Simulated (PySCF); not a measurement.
Compound: C11H7F.
Atom-mapped SMILES: `[CH:1]#[C:2][C:3]1=[CH:4][C:5](=[CH2:6])[C:7]([F:8])=[C:9]1[C:10]#[C:11][CH3:12]`

NICS = −σ at a ghost point: NICS(0) at the centroid of the ring atoms, NICS(1) 1 Å to either side along the normal of their mean plane, zz for the tensor component along that normal. Level: GIAO PBE0/pcSseg-1 (PySCF, non-relativistic, gas phase) on the GFN2-xTB geometry, one conformer.

Ring bond lengths (Å), with Mayer bond orders in brackets: C3–C4 1.354 (1.64), C4–C5 1.456 (1.06), C5–C7 1.459 (1.10), C7–C9 1.353 (1.57), C9–C3 1.482 (1.13).

Q: What do the NICS probes read (ppm)?

A: 
```json
{"ring": "C3–C4–C5–C7–C9", "type": "5-membered carbocycle; formal bonds 2 double, 3 single", "NICS(0)": "-2.6", "NICS(1), two faces": "-3.4 / -3.4", "NICS(1)zz, two faces": "-0.6 / -0.6", "rms pucker (Å)": "0.00", "centre to ring atoms, mean (Å)": "1.21"}
```

Q: What do they say, and how far can they be read as aromaticity?

A: 
- C3–C4–C5–C7–C9: mean NICS(1)zz -0.6 ppm, near zero. That is too small in size for a clear verdict by the NICS criterion.

Q: What does the geometric index give? Use HOMA with the parameters of Krygowski (1993).

A: 
- C3–C4–C5–C7–C9: HOMA -0.07 = 1 − EN − GEO, with mean bond length 1.421 Å, EN = α(Ropt − mean)² = 0.275 and GEO = α × variance = 0.798. The geometric and the magnetic index point the same way.
